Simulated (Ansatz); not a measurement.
Input for Ansatz (development build ahead of 0.2.0):

```yaml
crystal:
  periodic: [false, false, false]
  atoms:
    - { symbol: Cr, position_ang: [0.0, 0.0, 0.0] }
    - { symbol: Br, position_ang: [0.0, 0.0, 2.36] }
basis:
  gaussian: { orbitals: pcseg-2 }
magnetization:
  spin_polarized: true
  initial_magnetization: 5
hamiltonian:
  xc: r2scan
```

The input is written out in the form of the current development build from the run's settings.

Results

```yaml
Converged: yes
Total_energy: -3618.68859 hartree
Spin_squared_of_the_determinant: 8.787
Stability_test: minimum
```

Caution: other spin multiplicities were not run.
